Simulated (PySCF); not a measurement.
**Correlation energy of P (phosphorus, neutral)**

[Ne] 3s1 3p3 4s1, high-spin 6S determinant (an excited configuration). Calculation: PySCF 2.14, in dyall-av3z; no relativity, point nucleus. Frozen: [Ne]; 5 electrons correlated; the 26 highest virtual orbitals of each spin left out.

MP2 pair energies summed by pair of shells (mhartree):

| pair | energy | share (%) |
| --- | --- | --- |
| 3p-3p | -19.65 | 63.7 |
| 3p-4s | -7.30 | 23.6 |
| 3s-3p | -3.63 | 11.8 |
| 3s-4s | -0.28 | 0.9 |

Total MP2 correlation energy: -30.86 mhartree.

Same-spin part -30.86 and opposite-spin part 0.00 mhartree; SCS-MP2 scales them by 1/3 and 6/5 to -10.29 mhartree.
